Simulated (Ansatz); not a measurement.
Saddle point of SiNH3OF2, singlet (SiNH₃OF₂ ([NH2][Si]([OH])([F])[F]) → SiOF₂ ([O][Si]([F])[F]) + NH₃ (still joined by a long Si–N bond); bonds formed: N2–H4; bonds broken: O3–H4; bonds weakened to dative contacts: Si1–N2), PBE0-D4/def2-TZVP structure:

Si1  (-0.806, 0.223, 0.214)
N2  (0.942, -0.179, -0.137)
O3  (-1.205, -0.642, -1.020)
H4  (0.184, -0.712, -0.955)
F5  (-0.973, 1.794, 0.217)
F6  (-1.143, -0.227, 1.689)
H7  (1.444, -0.799, 0.485)
H8  (1.557, 0.542, -0.492)
(Å)

Energies are electronic, without zero-point energy. Barriers and step energies count from the start structure reached by relaxing down the imaginary mode; all methods use the PBE0-D4 structures, on which another method's saddle can fall below an end. Program: Ansatz 0.2.0. Basis: def2-TZVPP, with def2-QZVPP for the basis limit. Cores are frozen in the correlated methods. B3LYP uses VWN-RPA correlation. Extrapolation: Hartree–Fock as exp(−7.88 √X), correlation as X^−2.97.

| method | barrier (kcal/mol) | step energy (kcal/mol) |
| --- | --- | --- |
| SPW92 | 34.03 | 26.90 |
| PBE-D4 | 36.89 | 25.18 |
| BLYP-D4 | 39.72 | 24.97 |
| r2SCAN-D4 | ? | 28.09 |
| B97M-V | ? | 28.57 |
| PBE0-D4 | 42.03 | 28.87 |
| B3LYP-D4 | 43.59 | 28.15 |
| r2SCAN0-D4 | 44.54 | 30.61 |
| BHLYP-D4 | 49.27 | 31.90 |
| CAM-B3LYP-D4 | 44.66 | 29.66 |
| wB97X-V | 44.25 | 29.35 |
| wB97M-V | 43.92 | 29.23 |
| B2PLYP | 43.53 | 28.12 |
| PBE-QIDH | 44.30 | 30.06 |
| RPA on PBE | ? | 28.06 |
| HF | 57.97 | 35.65 |
| MP2 | 42.86 | 28.19 |
| CCSD | 47.11 | 30.43 |
| CCSD(T) | 44.64 | 29.16 |

(1) Fill in the withheld barriers. (Judge from chemistry; the value comes from the calculation.)

T1 diagnostic: at most 0.013. The end structure is not quite a true minimum (one mode of 79i cm⁻¹).

## Answers

(1) The calculation gives: r2SCAN-D4 41.07; RPA on PBE 43.53; B97M-V 44.30 kcal/mol. Each is the energy of the saddle less that of the start structure, by the same method.

For comparison, the barrier by CCSD(T) at an estimated basis limit (MP2 extrapolated from triple and quadruple zeta, plus CCSD(T) − MP2 in triple zeta) is 44.98 kcal/mol.

Labels in which every atom is bracketed show which atoms are joined, not bond orders.

For scale, one of the runs: CCSD(T)/def2-TZVPP, 208 basis functions, launched by `ansatz run in.yaml --threads 4 --pin off --events-out ev --progress --plain --max-ram 9574MiB`. The run took 76 s on 4 CPU threads of an Arm Neoverse V1 (shared host), with 3 GiB of host memory at its peak.
